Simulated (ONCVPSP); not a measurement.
## u(r) = r·R(r): atom against pseudo-atom (Tl)

Columns: radius, all-electron u(r) and pseudo u(r) of the 5d shell (level -15.49 eV) of thallium in the configuration [Kr] 4d10 4f14 5s2 5p6 5d10 6s2 6p1; PBE, scalar-relativistic, ONCV scheme, ONCVPSP 4.0.1.

```tsv
r (bohr)	all-electron	pseudo
0.082	0.2942	0.0020
0.165	0.1143	0.0156
0.248	-0.3027	0.0505
0.330	-0.4674	0.1110
0.413	-0.3684	0.1991
0.495	-0.1320	0.3079
0.578	0.1441	0.4318
0.660	0.3952	0.5572
0.742	0.5998	0.6751
0.825	0.7533	0.7775
0.908	0.8565	0.8567
0.990	0.9161	0.9087
1.072	0.9423	0.9351
1.155	0.9431	0.9384
1.238	0.9249	0.9226
1.320	0.8941	0.8932
1.402	0.8548	0.8545
1.485	0.8098	0.8096
1.568	0.7619	0.7618
1.650	0.7138	0.7137
1.733	0.6653	0.6652
1.815	0.6187	0.6186
1.898	0.5732	0.5731
1.980	0.5305	0.5304
2.062	0.4900	0.4900
2.145	0.4516	0.4515
```

(1) How many radial nodes do the two functions have?

(2) At about which radius was the pseudo-wave matched?

(3) Where does each function peak?

(4) Is the pseudo-wave norm-conserving?

Results:

(1) The all-electron 5d function has n − l − 1 = 2; the pseudo-wave has 0, since the states of the same l below it are removed with the core.

(2) 1.55 bohr. The columns agree to 0.0005 from 1.40 bohr on; several derivatives are matched, so the curves merge somewhat inside the radius.

(3) Outermost all-electron maximum near 1.16 bohr, pseudo maximum near 1.16 bohr (to the table’s step).

(4) Yes: the ONCV scheme keeps the norm inside the radius equal to the all-electron one, which fixes the energy derivative of the logarithmic derivative at the level.
